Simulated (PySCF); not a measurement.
A PySCF script (with the pyscf-properties extension) for the NMR shieldings of SMILES CC(c1c(OC)scp1)C, C7H11OPS, on a GFN2-xTB geometry:

```python
import basis_set_exchange as bse
import numpy as np
from pyscf import gto, dft
from pyscf.prop import nmr

atoms = """
C     2.865061   -1.424370    0.271332
O     1.493460   -1.115575    0.236576
C     1.147839    0.142910   -0.110912
S     2.362163    1.337827   -0.456189
C     1.227454    2.586589   -0.775661
P    -0.429980    2.233278   -0.655331
C    -0.154182    0.538387   -0.209570
C    -1.279018   -0.414022    0.106659
C    -1.587755   -0.354896    1.604035
C    -2.521324   -0.078539   -0.710789
H     2.931207   -2.473409    0.553428
H     3.330540   -1.275076   -0.708562
H     3.389753   -0.809995    1.010769
H     1.638609    3.542976   -1.043280
H    -0.941466   -1.426760   -0.139865
H    -2.399499   -1.035194    1.850972
H    -0.710891   -0.635736    2.182702
H    -1.881584    0.655756    1.883044
H    -3.309780   -0.802755   -0.518369
H    -2.293034   -0.086051   -1.774743
H    -2.886494    0.911597   -0.442015
"""
names = dict.fromkeys(["C", "O", "S", "P", "H"], "pcSseg-1")
basis = {el: gto.basis.parse(bse.get_basis(n, elements=[el], fmt="nwchem")) for el, n in names.items()}
mol = gto.M(atom=atoms, basis=basis, charge=0, verbose=0)
mf = dft.RKS(mol, xc="PBE0")
mf.grids.level = 2
mf.grids.alignment = dft.numint.BLKSIZE   # the property module wants whole blocks of grid points
mf.conv_tol = 1e-9
mf.kernel()

calc = nmr.RKS(mf)   # GIAO
C = mf.mo_coeff
Co = C[:, mf.mo_occ > 0]
resp = mf.gen_response(singlet=True, hermi=2)
def vind(x):   # induced exchange potential for any number of trial vectors
    d = np.einsum("pi,xij,qj->xpq", C, 2 * x.reshape(-1, C.shape[1], Co.shape[1]), Co, optimize=True)
    return np.einsum("xpq,pi,qj->xij", resp(d - d.transpose(0, 2, 1)), C, Co, optimize=True).ravel()
mo1, _ = nmr.rhf.solve_mo1(calc, with_cphf=vind)
sigma = calc.kernel(mo1)
for i, s in enumerate(sigma):   # ppm
    w = np.linalg.eigvalsh((s + s.T) / 2)
    print("%2d %-2s iso %8.1f  s11 %8.1f  s22 %8.1f  s33 %8.1f" % (i, mol.atom_pure_symbol(i), w.mean(), *w))
```

Task: Give the expected output.

Result: 
```
 0 C  iso    125.8  s11     94.7  s22    101.0  s33    181.8
 1 O  iso    220.5  s11     93.3  s22    269.0  s33    299.2
 2 C  iso     11.1  s11    -52.0  s22     26.3  s33     59.0
 3 S  iso    226.4  s11     96.7  s22    265.7  s33    316.9
 4 C  iso     37.0  s11   -110.9  s22     63.7  s33    158.2
 5 P  iso     83.7  s11   -205.7  s22     95.6  s33    361.3
 6 C  iso     32.0  s11    -19.0  s22     -8.7  s33    123.7
 7 C  iso    154.7  s11    143.0  s22    160.4  s33    160.7
 8 C  iso    157.5  s11    142.6  s22    146.6  s33    183.3
 9 C  iso    158.9  s11    140.9  s22    155.1  s33    180.6
10 H  iso     27.2  s11     22.3  s22     25.6  s33     33.7
11 H  iso     27.8  s11     24.0  s22     25.5  s33     33.9
12 H  iso     27.7  s11     24.0  s22     25.5  s33     33.7
13 H  iso     23.9  s11     21.7  s22     24.3  s33     25.7
14 H  iso     28.4  s11     23.3  s22     28.8  s33     33.2
15 H  iso     30.5  s11     26.3  s22     27.2  s33     37.9
16 H  iso     30.2  s11     24.8  s22     30.4  s33     35.5
17 H  iso     30.8  s11     27.2  s22     30.0  s33     35.3
18 H  iso     30.3  s11     25.5  s22     27.9  s33     37.4
19 H  iso     30.2  s11     26.3  s22     28.0  s33     36.2
20 H  iso     29.8  s11     25.2  s22     29.7  s33     34.6
```

These numbers come from an equivalent density-fitted implementation of the same equations, which agrees with the script to about 0.01 ppm for H and up to a few tenths of a ppm for heavy atoms, so last digits may differ.

Task: Turn these shieldings into chemical shifts. Referencing at the same level of theory: TMS for 13C (σ = 186.93 ppm), 1H (σ = 31.72 ppm); H2O for 17O (σ = 336.08 ppm); 33S (σ = 503.73 ppm) vs CS2; H3PO4 for 31P (σ = 318.38 ppm).

Result: Averaging equivalent atoms: C 2: 175.8; C 6: 154.9; C 4: 149.9; C 0: 61.1; C 7: 32.2; C 8/9: 28.7; O 1: 115.6; S 3: 277; P 5: 234.6; H 13: 7.81; H 10/11/12: 4.14; H 14: 3.30; H 15/16/17/18/19/20: 1.41 ppm. Experimental scales use liquid or dissolved standards, which lie at an offset from isolated H2O (liquid H2O: subtract about 36 ppm) and H3PO4.

Size and cost of the density-fitted run: 239 basis functions, 62 s wall time on 1 thread of an Arm Neoverse V2, shared host; peak memory 1.1 GiB.
